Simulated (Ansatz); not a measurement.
Mg2S3, 5 atoms. Hardware: 4 threads of Arm Neoverse V1 on a shared host.

Correlated methods freeze 17 core orbitals; core or outer-core shells of Mg are correlated, in sets that lack core-valence functions.

Task: How many basis functions does each of these Ansatz runs have, and roughly what does it cost? PBE0-D4/def2-SVP, charge 0 singlet, relaxation, 10 steps; PBE-D4/def2-SVP, charge 0 singlet, energy, from earlier orbitals; PBE-D4/def2-TZVP, charge 0 singlet, energy and forces, from earlier orbitals; PBE0-D4/def2-TZVP, charge 0 singlet, energy, from earlier orbitals; PBE0-D4/def2-SVP, charge 0 singlet, energy, from earlier orbitals; r2SCANh-D4/def2-TZVP, charge 0 singlet, energy, from earlier orbitals; MP2/def2-TZVP, charge 0 singlet, energy, from earlier orbitals; ωB97M-V/def2-TZVP, charge 0 singlet, energy, from earlier orbitals; BHLYP-D4/def2-TZVP, charge 0 singlet, energy, from earlier orbitals; r2SCAN-D4/def2-TZVP, charge 0 singlet, energy, from earlier orbitals; CCSD(T)/def2-TZVPP, charge 0 singlet, energy, from earlier orbitals.

Result: Other jobs shared the machine, so times can vary by a factor of up to 3. A dash marks memory too small to be measured apart from the calling script's.

| run | functions | fitting or Cholesky vectors | wall time | peak host memory (GiB) |
| --- | --- | --- | --- | --- |
| PBE-D4/def2-SVP, charge 0 singlet, energy, from earlier orbitals | 90 | 973 | 0.9 s | – |
| PBE0-D4/def2-SVP, charge 0 singlet, energy, from earlier orbitals | 90 | 764 | 1.2 s | – |
| MP2/def2-TZVP, charge 0 singlet, energy, from earlier orbitals | 175 | 1218 | 1.7 s | – |
| PBE-D4/def2-TZVP, charge 0 singlet, energy and forces, from earlier orbitals | 175 | 1359 | 1.9 s | – |
| BHLYP-D4/def2-TZVP, charge 0 singlet, energy, from earlier orbitals | 175 | 1528 | 2.7 s | 0.56 |
| PBE0-D4/def2-TZVP, charge 0 singlet, energy, from earlier orbitals | 175 | 1389 | 2.9 s | – |
| r2SCAN-D4/def2-TZVP, charge 0 singlet, energy, from earlier orbitals | 175 | 1359 | 3.9 s | – |
| r2SCANh-D4/def2-TZVP, charge 0 singlet, energy, from earlier orbitals | 175 | 1359 | 4.5 s | 0.56 |
| ωB97M-V/def2-TZVP, charge 0 singlet, energy, from earlier orbitals | 175 | 1368 | 8 s | 0.67 |
| PBE0-D4/def2-SVP, charge 0 singlet, relaxation, 10 steps | 90 | 807 | 11 s | – |
| CCSD(T)/def2-TZVPP, charge 0 singlet, energy, from earlier orbitals | 190 | 1282 | 64 s | 2.2 |
